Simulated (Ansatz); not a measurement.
Ansatz (a quantum-chemistry and plane-wave program) input (PBE/STO-3G):

Ansatz 0.2 input:
```yaml
crystal:
  periodic: [false, false, false]
  atoms:
    - {symbol: C, position_ang: [2.02286800, 0.39930600, 0.07500000]}
    - {symbol: O, position_ang: [0.80603200, -0.46357800, 0.09808500]}
    - {symbol: B, position_ang: [-0.61099900, -0.09037700, -0.02559700]}
    - {symbol: C, position_ang: [-0.89570200, 1.40031200, -0.28362900]}
    - {symbol: C, position_ang: [-1.57737500, -1.27882700, 0.12107900]}
    - {symbol: H, position_ang: [1.75659900, 1.28040100, -0.49425200]}
    - {symbol: H, position_ang: [2.79777800, -0.17396500, -0.42288200]}
    - {symbol: H, position_ang: [2.27553300, 0.63607300, 1.10341300]}
    - {symbol: H, position_ang: [0.98975300, -1.39676300, 0.29553000]}
    - {symbol: H, position_ang: [-0.42470200, 2.05595400, 0.45546900]}
    - {symbol: H, position_ang: [-1.96560700, 1.60277600, -0.27811700]}
    - {symbol: H, position_ang: [-0.51279300, 1.71077200, -1.26341200]}
    - {symbol: H, position_ang: [-1.12808600, -2.26514800, 0.25640000]}
    - {symbol: H, position_ang: [-2.23520800, -1.32218300, -0.75337700]}
    - {symbol: H, position_ang: [-2.24528200, -1.09215500, 0.96983900]}
basis:
  gaussian:
    orbitals: STO-3G
hamiltonian:
  xc: {name: PBE}
total_charge: 1
output: {forces: true}
```

Output:

```
Functional definition: PBE
integrals: 0.01 GiB planned
487 factors; integrals over basis functions are off by at most 1.1e-4 eV
mean field: 0.08 GiB planned
mean field evaluation 1: about -5909.0906 eV, gradient 1.9e1 eV
mean field evaluation 2: about -5909.0191 eV, gradient 2.1e1 eV
mean field evaluation 4: about -5910.1918 eV, gradient 2.7e-1 eV
mean field evaluation 8: about -5910.0266 eV, gradient 1.6e-2 eV
mean field -5910.02664090 eV, -217.1894730932 hartree, gradient 5.1e-5 eV, S^2 0.000000; 0 other end points of the search recorded, 0 dependent functions left out
the calculation of the forces begins
reference -5910.02667050 eV, -217.1894741811 hartree; 20, 20 occupied and 15, 15 virtual orbitals, 487 factors
Total energy: -5910.02667050 eV, -217.1894741811 hartree
Atom 0 at     2.022868     0.399306     0.075000 Å, force    -0.536997    -0.456672    -0.048012 eV/Å
Atom 1 at     0.806032    -0.463578     0.098085 Å, force    -1.410006     2.230478    -0.571186 eV/Å
Atom 2 at    -0.610999    -0.090377    -0.025597 Å, force     0.547869    -0.011725     0.036442 eV/Å
Atom 3 at    -0.895702     1.400312    -0.283629 Å, force     0.081252    -0.058859    -0.001387 eV/Å
Atom 4 at    -1.577375    -1.278827     0.121079 Å, force     0.159763    -0.032587     0.007425 eV/Å
Atom 5 at     1.756599     1.280401    -0.494252 Å, force    -0.229406     1.045366    -0.597268 eV/Å
Atom 6 at     2.797778    -0.173965    -0.422882 Å, force     0.950951    -0.566760    -0.505304 eV/Å
Atom 7 at     2.275533     0.636073     1.103413 Å, force     0.411075     0.332516     1.153575 eV/Å
Atom 8 at     0.989753    -1.396763     0.295530 Å, force     0.679552    -2.683395     0.584959 eV/Å
Atom 9 at    -0.424702     2.055954     0.455469 Å, force     0.245782     0.344035     0.412269 eV/Å
Atom 10 at    -1.965607     1.602776    -0.278117 Å, force    -0.619902     0.086404     0.012836 eV/Å
Atom 11 at    -0.512793     1.710772    -1.263412 Å, force     0.197083     0.171651    -0.535304 eV/Å
Atom 12 at    -1.128086    -2.265148     0.256400 Å, force     0.274165    -0.488634     0.070774 eV/Å
Atom 13 at    -2.235208    -1.322183    -0.753377 Å, force    -0.370298    -0.017416    -0.504378 eV/Å
Atom 14 at    -2.245282    -1.092155     0.969839 Å, force    -0.380882     0.105598     0.484559 eV/Å
Dipole moment:     0.657057    -0.287279     0.095408 e Å
```

The dipole moment of an ion depends on the origin.

The geometry given is a B3LYP-D3(BJ)/def2-TZVP minimum.
